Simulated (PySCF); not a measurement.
Bromine: a sound run and one with changed settings

Sound run: Br⁺ [Ar] 3d10 4s2 4p4, Br²⁺ [Ar] 3d10 4s2 4p3. Computed with PySCF 2.14 in jorge-DZP-DKH (8s6p2d1f, 43 functions), with scalar relativity by spin-free X2C-1e. In the sound run the correlated levels freeze [Ar] 3d10. The sound run starts from symmetry-adapted Hartree-Fock orbitals and uses a fine grid where one is needed.

Changed run: no relativity, point nucleus. This setting is unsound on purpose.

| species | method | sound run (hartree) | changed run (hartree) | converged |
| --- | --- | --- | --- | --- |
| Br⁺ | UHF | -2603.87640 | -2564.32057 | yes |
| Br⁺ | TPSS | -2605.54781 | -2565.88651 | yes |
| Br⁺ | PBE | -2605.28838 | -2565.60466 | yes |
| Br⁺ | MP2 | -2603.90941 | -2564.35329 | yes |
| Br⁺ | CCSD(T) | -2603.91563 | -2564.35950 | yes |
| Br²⁺ | UHF | -2603.13296 | -2563.57488 | yes |
| Br²⁺ | TPSS | -2604.76189 | -2565.09827 | yes |
| Br²⁺ | PBE | -2604.50311 | -2564.81714 | yes |
| Br²⁺ | MP2 | -2603.16004 | -2563.60170 | yes |
| Br²⁺ | CCSD(T) | -2603.16548 | -2563.60715 | yes |

Ionisation energy of Br⁺:

| method | sound run (eV) | changed run (eV) |
| --- | --- | --- |
| UHF | 20.230 | 20.291 |
| TPSS | 21.386 | 21.449 |
| PBE | 21.368 | 21.430 |
| MP2 | 20.391 | 20.452 |
| SCS-MP2 | 20.399 | 20.461 |
| CCSD | 20.410 | 20.470 |
| CCSD(T) | 20.413 | 20.473 |

Most of the change in total energy is the relativistic energy itself. On top of that the contraction fixes the core shape for the Hamiltonian it was made with, so the changed run is not a good calculation with the other Hamiltonian either.

For comparison, NIST gives 21.591 eV between the lowest levels.
